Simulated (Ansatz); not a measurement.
`CB(N)Cl` and `CB(N)F` differ in one element.

Ansatz, PBE0-D4/def2-TZVP geometries, multiplicity 1. Each molecule was computed in one conformer, which needn't be the lowest.

```json
{"property": "LUMO energy (PBE/def2-TZVPP) / eV", "`CB(N)Cl`": "-0.30"}
{"property": "HOMO energy (PBE0/def2-TZVPP) / eV", "`CB(N)Cl`": "-8.22"}
{"property": "LUMO energy (ωB97M-V/def2-TZVPP) / eV", "`CB(N)Cl`": "1.99"}
{"property": "zero-point energy (PBE0-D4/def2-TZVP) / kJ/mol", "`CB(N)Cl`": "183.0"}
{"property": "size of the dipole moment (ωB97M-V/def2-TZVPP) / D", "`CB(N)Cl`": "2.56"}
{"property": "HOMO–LUMO gap (B3LYP/def2-TZVPP) / eV", "`CB(N)Cl`": "8.36"}
```

Question: Give the same properties after the change, and the shifts. (Estimate.)

Answer: Computed: 
| property | `CB(N)F` | shift |
| --- | --- | --- |
| LUMO energy (PBE/def2-TZVPP) / eV | 0.03 | 0.33 |
| HOMO energy (PBE0/def2-TZVPP) / eV | -8.28 | -0.06 |
| LUMO energy (ωB97M-V/def2-TZVPP) / eV | 2.02 | 0.03 |
| zero-point energy (PBE0-D4/def2-TZVP) / kJ/mol | 186.2 | 3.2 |
| size of the dipole moment (ωB97M-V/def2-TZVPP) / D | 2.17 | -0.39 |
| HOMO–LUMO gap (B3LYP/def2-TZVPP) / eV | 8.47 | 0.11 |

With PBE0 the HOMO falls by 0.06 eV and the LUMO rises by 0.07 eV, so the gap widens by about 0.13 eV. PBE moves the HOMO by 0.01 eV and ωB97M-V by -0.16 eV. Dipoles are sizes alone; their direction can turn.

B3LYP here is the variant with VWN-RPA as its local correlation; programs differ in this.
